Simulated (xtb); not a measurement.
Si(H)2(OH)(iPr) (C3H10OSi), SMILES CC(C)[SiH2]O. All values are semi-empirical tight-binding results from xtb (GFN2-xTB unless named), good for trends rather than for accurate numbers. Coordinates come from a GFN2-xTB optimisation. Other conformers were not sampled.

Computed properties:
| Item | Value |
|---|---|
| orbital gap | 5.90 eV |
| dipole moment | 1.49 D |
| zero-point energy | 76.9 kcal/mol |
| G − E(el) at 298.15 K (modified RRHO) | 57.1 kcal/mol |
| static polarisability (D4 model) | 72.4 bohr³ |
| solvation energy, GFN2-xTB/ALPB(water) | -3.7 kcal/mol |
| solvation energy, GFN2-xTB/ALPB(acetonitrile) | -5.3 kcal/mol |
